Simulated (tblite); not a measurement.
Compound: C4H14N2Si.
Geometry (GFN2-xTB, Å), atoms numbered from 1 in this order:
```
atom  x, y, z in Å
C1    -2.805    0.452    0.326
C2    -2.089   -0.707   -0.354
C3    -0.794   -0.276   -1.034
Si4    0.531    0.343    0.188
N5     0.649   -0.485    1.702
N6     2.037    0.023   -0.582
C7     3.295    0.364    0.035
H8    -2.190    0.872    1.117
H9    -3.016    1.239   -0.395
H10   -3.748    0.121    0.758
H11   -1.867   -1.479    0.387
H12   -2.763   -1.151   -1.094
H13   -0.404   -1.124   -1.600
H14   -1.029    0.500   -1.764
H15    0.282    1.744    0.576
H16    1.118   -1.377    1.713
H17   -0.164   -0.520    2.294
H18    2.076    0.137   -1.583
H19    4.087   -0.287   -0.342
H20    3.200    0.222    1.108
H21    3.586    1.405   -0.148
```

All values are computed: GFN2-xTB (tblite) harmonic vibrations without scaling, gas phase. Errors from tens to a few hundred cm⁻¹ against measured bands are possible. Modes of hydrogen on silicon can be 10 to 20 % off. One conformer, not necessarily the lowest.

Harmonic wavenumbers (cm⁻¹): 42.6, 83.3, 106.9, 127.1, 158.7, 164.7, 173.6, 224.7, 241.3, 290.1, 334.0, 406.5, 523.0, 542.7, 654.6, 676.0, 718.3, 769.6, 778.9, 833.1, 855.3, 902.1, 947.4, 1026.9, 1064.2, 1069.7, 1112.9, 1130.3, 1160.8, 1213.9, 1254.2, 1314.8, 1353.8, 1370.3, 1415.8, 1418.0, 1487.1, 1493.7, 1504.3, 1504.8, 1507.5, 1512.3, 1519.4, 2149.9, 2903.9, 2936.1, 2962.2, 2962.8, 2972.2, 2985.2, 3022.7, 3030.5, 3046.6, 3050.0, 3449.7, 3472.8, 3512.6.

A = 4462, B = 1073, C = 966.7 MHz; mass 118.093 u (most abundant isotopes); point group C1, symmetry number 1.

Zero-point energy?

½Σν̃ = 39723 cm⁻¹ = 113.57 kcal/mol.

Give the ideal-gas entropy at 200 K and 1 bar in the rigid-rotor, harmonic-oscillator model (classical rotation).

Translation 38.26, rotation 27.44, vibration 22.69: S = 88.4 cal/(mol K).

And Cp and H(200 K) − H(0)?

Cp = 31.59 cal/(mol K), of which vibrations give 23.64 (their classical limit is 57 R = 113.3); H(200 K) − H(0) = 4.09 kcal/mol without the zero-point energy, 2.50 from vibrations.

Which modes carry the vibrational entropy at 200 K?

42.6 cm⁻¹: 4.35; 83.3 cm⁻¹: 3.03; 106.9 cm⁻¹: 2.56; 127.1 cm⁻¹: 2.23; 158.7 cm⁻¹: 1.83; 164.7 cm⁻¹: 1.76 cal/(mol K); the other 51 give 6.93 together.

What must be added to the electronic energy to get the Gibbs energy at 200 K and 1 bar?

ZPE + [H(200 K) − H(0)] − T·S = 113.57 + 4.09 − 17.68 = 99.98 kcal/mol.

How do the functions run with temperature in this model?

```tsv
T (K)	S (cal/(mol K))	Cp (cal/(mol K))	H − H(0) (kcal/mol)	G − H(0) (kcal/mol)	ln q(vib)
150	80.0	26.8	2.63	-9.38	3.54
250	96.0	36.5	5.79	-18.20	6.68
298.15	102.8	41.4	7.66	-22.99	8.14
400	116.4	51.5	12.40	-34.16	11.14
600	140.5	67.7	24.40	-59.90	16.79
900	171.3	84.1	47.35	-106.82	24.65
```

q(vib) and H(0) count from the zero-point level.

Hindered rotation and anharmonicity are outside this model. Other conformers, if any are populated, would add a mixing term that is left out. The structure is chiral; the term R ln 2 for an equal mix with its mirror image is left out.
